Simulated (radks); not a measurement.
Neutral antimony inside a hard spherical wall (all orbitals vanish at R), configuration held at [Kr] 4d10 5s2 5p3 and not refilled when levels cross. Calculated with a radial shooting solver on a logarithmic mesh with Libxc functionals: scalar-relativistic Kohn-Sham, LDA (Slater exchange, VWN5 correlation), spin-polarised, spherical densities, point nucleus; open shells are filled with parallel spins first (spin-orbit coupling, left out, can overturn this in heavy ions). Eigenvalues in eV for spin up, with the zero of energy where the potential of the charges vanishes at infinity; a dash marks a level that is unbound or too diffuse for the functional's potential to be trusted. A positive occupied level is held by the wall or, in an anion where self-interaction has pushed it up, behind a barrier. The pressure on the wall is -dE/dV.

| R (bohr) | E (hartree) | kinetic (hartree) | e(4p) | e(4d) | e(5s) | e(5p) | e(6s, empty) | e(5d, empty) | pressure (GPa) |
|---|---|---|---|---|---|---|---|---|---|
| free | -6476.03184 | 6771.563 | -101.45 | -33.473 | -13.600 | -5.527 | -0.542 | - | 0 |
| 20 | -6476.03184 | 6771.563 | -101.45 | -33.473 | -13.600 | -5.527 | -0.534 | 0.690 | < 0.0001 |
| 15 | -6476.03184 | 6771.563 | -101.45 | -33.473 | -13.600 | -5.527 | -0.482 | 0.897 | < 0.0001 |
| 12 | -6476.03182 | 6771.564 | -101.44 | -33.471 | -13.598 | -5.525 | -0.314 | 1.153 | 0.000382 |
| 10 | -6476.03160 | 6771.566 | -101.42 | -33.452 | -13.582 | -5.509 | 0.065 | 1.513 | 0.00702 |
| 8 | -6476.02888 | 6771.590 | -101.27 | -33.298 | -13.462 | -5.385 | 1.286 | 2.362 | 0.136 |
| 6 | -6475.99471 | 6771.809 | -100.24 | -32.290 | -12.695 | -4.492 | 6.070 | 5.047 | 3.09 |
| 4 | -6475.49568 | 6774.095 | -94.284 | -26.567 | -7.590 | 2.191 | 31.406 | 17.650 | 112 |
| 3.5 | -6474.91669 | 6776.390 | -90.319 | -22.809 | -3.243 | 7.885 | 50.346 | 26.883 | 322 |
| 3 | -6473.57574 | 6781.414 | -83.755 | -16.589 | 5.503 | 19.033 | 84.477 | 43.551 | 1060 |
| 2.5 | -6470.09082 | 6793.961 | -71.751 | -4.917 | 25.495 | 43.491 | 151.71 | 76.658 | 4210 |
